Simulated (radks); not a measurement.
The manganese ion Mn+, [Ar] 3d5 4s1. All-electron calculation, non-relativistic Kohn-Sham, r2SCAN, spin-polarised, spherical densities, point nucleus; meta-GGA in the generalised Kohn-Sham scheme. Program: a radial shooting solver on a logarithmic mesh with Libxc functionals. Every spin shell is full or empty, so the densities are truly spherical. Functionals are evaluated on that one density, not self-consistently. Rank these orbital-free kinetic functionals by their error against the exact value of the orbitals, and give that value: Thomas-Fermi, von Weizsacker, TF + vW, TF + vW/9, TF + vW/5, LC94, APBEK, revAPBEK, Thakkar, Pearson, PG1, Ernzerhof.

Answer. Exact: 1149.83 hartree. From best to worst, with 100 (|E| - |E exact|)/|E exact| (equal figures are ties): LC94 +0.02, APBEK +0.12, Ernzerhof -0.27, Thakkar -0.35, revAPBEK +0.40, TF + vW/9 -0.73, Pearson -1.30, TF + vW/5 +3.96, Thomas-Fermi -6.59, PG1 +20.37, TF + vW +46.19, von Weizsacker -47.22.
